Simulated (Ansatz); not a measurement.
`FCC(=S)[SiH2]S` → `[CH]F` + `S=C[SiH2]S`  (formal loss of a carbene)

Gas-phase electronic energies from Ansatz, PBE0-D4/def2-TZVP geometries. CCSD(T)/CBS is the MP2 limit (def2-TZVPP, def2-QZVPP) plus CCSD(T) − MP2 in def2-TZVPP, frozen cores. This one scheme is used for every species. Functionals use def2-TZVPP. B3LYP here is the variant with VWN-RPA as its local correlation; programs differ in this. Each species was taken in one conformer, which may not be the lowest.

`FCC(=S)[SiH2]S`:

```xyz
11

F     0.135   -1.737    1.294
C    -0.874   -0.798    1.212
C    -0.562    0.240    0.183
S    -1.594    1.449   -0.091
Si    1.098    0.028   -0.749
S     1.269    1.621   -2.133
H    -1.805   -1.314    0.956
H    -0.990   -0.331    2.195
H     1.073   -1.296   -1.419
H     2.185    0.043    0.260
H     0.066    2.096   -1.708
```

`[CH]F`:

```xyz
3

C    -0.308   -0.317   -0.252
F     0.851   -0.452    0.322
H    -0.542    0.769   -0.070
```

`S=C[SiH2]S`:

Z-matrix (Å, degrees):
```
Si
C 1 1.877
S 1 2.136 2 109.2
H 1 1.485 2 110.2 3 114.0
H 1 1.480 2 108.4 3 -123.1
S 2 1.611 1 122.6 3 113.8
H 2 1.095 1 118.1 3 -64.0
H 3 1.344 1 94.1 2 -63.7
```

| level | ΔE (kcal/mol) | difference from CCSD(T)/CBS |
| --- | --- | --- |
| r2SCAN-D4 | 99.3 | 7.1 |
| PBE0-D4 | 99.4 | 7.2 |
| B3LYP-D4 | 92.5 | 0.3 |
| ωB97X-V | 93.7 | 1.5 |
| PBE0 | 97.2 | 5.0 |
| SCS-MP2/def2-TZVPP | 92.1 | -0.1 |
| CCSD/def2-TZVPP | 88.7 | -3.5 |
| HF/def2-QZVPP | 76.7 | -15.5 |
| SCS-MP2/def2-QZVPP | 92.9 | 0.7 |
| HF/CBS(def2) | 76.7 | -15.5 |
| CCSD(T)/CBS | 92.2 | 0 |

Largest T1 diagnostic among the species: 0.018.

From PBE to PBE0 (25 % exact exchange), in def2-TZVPP and without D4, ΔE moves by +1.4 kcal/mol. The D4 term adds +4.1 kcal/mol with B3LYP and +2.2 kcal/mol with PBE0; it sums over pairs of atoms, weighted by their polarisabilities, and B3LYP, whose exchange is more repulsive, gets the larger term.
